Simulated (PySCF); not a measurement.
# wB97X-V on Sn³⁺ (tin, charge +3)

Configuration: [Kr] 4d10 5s1, 2S determinant. All numbers are calculated (PySCF 2.14, the spin-free X2C one-electron Hamiltonian (Gaussian nucleus), in x2c-QZVPPall with one added diffuse shell each of s, p, d, f type (14s10p8d5f1g, 128 functions)).

```
Total energy                        : -6174.36 hartree
One-electron energy                 : -8437.58 hartree
Hartree (Coulomb) energy            : 2428.85 hartree
Exchange-correlation energy         : -165.62 hartree
⟨S²⟩                                : 0.7502
⟨L²⟩                                : 0.000
Sum of ⟨r⟩                          : 26.68 bohr
Sum of ⟨r²⟩                         : 28.04 bohr²
Langevin diamagnetic susceptibility : -22.2 ×10⁻⁶ cm³/mol
Time after the integrals            : roughly 16 core-seconds
```

```tsv
shell	electrons	mean orbital energy (hartree)	rms radius, mean of both spins (bohr)
1s α	1	-1067.82354	0.0333
1s β	1	-1067.82115	0.0333
2s α	1	-162.85375	0.136
2s β	1	-162.85212	0.136
2p α	3	-146.34509	0.121
2p β	3	-146.34402	0.121
3s α	1	-32.67396	0.362
3s β	1	-32.67112	0.362
3p α	3	-27.24648	0.363
3p β	3	-27.24458	0.363
3d α	5	-18.86519	0.342
3d β	5	-18.86378	0.342
4s α	1	-6.30641	0.872
4s β	1	-6.30041	0.872
4p α	3	-4.64870	0.947
4p β	3	-4.64419	0.947
4d α	5	-2.21794	1.17
4d β	5	-2.20998	1.17
5s α	1	-1.45385	2.26
```

Densities and radii are taken from the X2C orbitals without a picture-change correction, which distorts them close to the nucleus.
